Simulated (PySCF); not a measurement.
## How methods differ on the ionisation energy of Bi

Bi [Xe] 4f14 5d10 6s2 6p3 (4S) → Bi⁺ [Xe] 4f14 5d10 6s2 6p2 (3P), as a difference of total energies. Computed with PySCF 2.14 in aug-cc-pVQZ-PP with ECP60MDF (7s7p5d3f2g, 92 functions), with scalar relativity through the core potential. Correlated levels: valence: 5s2 5p6 5d10 frozen. The calculations carry no spin-orbit coupling.

**Question.** Order these methods by the ionisation energy they give, lowest first.
A. wB97M-V
B. UHF
C. CAM-B3LYP
D. r2SCAN

**Answer.** B (8.206 eV), A (8.521 eV), C (8.578 eV), D (8.762 eV).

Spin-orbit coupling is strong in these open shells (close to jj coupling). The scalar numbers leave it out and a first-order estimate fails, so it can dominate the gap to the real levels.

Errors of the correlated levels include the incompleteness of this basis and the frozen core.

For comparison: 7.286 eV (measured; NIST Atomic Spectra Database, ionization energies).
